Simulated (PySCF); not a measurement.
**Spin states and ions at one geometry of [Bi(NH2)]2+**

PySCF 2.14.0, RKS PBE0, Bi def2-SVP with ECP60, N def2-SVP, H def2-SVP; non-relativistic Hamiltonian with scalar-relativistic core potentials where named; density fitting; no spin-orbit coupling; singlets restricted, open shells unrestricted. The geometry is relaxed for charge +2, singlet, vacuum:

```xyz
4

Bi    0.0000    0.0000   -0.0803
N     0.0000    0.0000    1.9390
H     0.8517    0.0000    2.5337
H    -0.8517    0.0000    2.5337
```

Energies count from the relaxed state; an electron taken off or put on is at rest in vacuum. Charges and spins are Mulliken's.

Q: Order these states by energy, lowest first.
A. charge +2, triplet, vacuum
B. charge +1, doublet, vacuum
C. charge +3, doublet, vacuum
D. charge +2, singlet, vacuum

A: B (-14.46 eV), D (0.00 eV), A (1.71 eV), C (22.90 eV).

Q: How do charge and spin on the first atom follow?

A: 
| state | spin squared | charge on Bi1 (e) | spin on Bi1 (e) | dipole about the centre of mass (D) |
| --- | --- | --- | --- | --- |
| charge +2, singlet, vacuum | 0.00 | 1.79 | 0.00 | 3.12 |
| charge +2, triplet, vacuum | 2.00 | 1.52 | 1.02 | 6.26 |
| charge +3, doublet, vacuum | 0.75 | 2.37 | 0.03 | 7.01 |
| charge +1, doublet, vacuum | 0.77 | 0.99 | 1.13 | 2.03 |

With an electron taken off (doublet) the charges change, summed by element, by Bi +0.58 e, N +0.28 e, H +0.14 e. The vertical ionisation energy is 22.90 eV, against −ε(HOMO) = 20.76 eV of the relaxed state. The level lies 2.1 eV too high, as is usual for semilocal functionals and global hybrids, which keep a self-interaction error.

With an electron put on (doublet) the charges change, summed by element, by Bi -0.80 e, N -0.06 e, H -0.14 e. The vertical electron affinity is 14.46 eV, against −ε(LUMO) = 16.84 eV of the relaxed state.

Open shells may have lower solutions than those found.
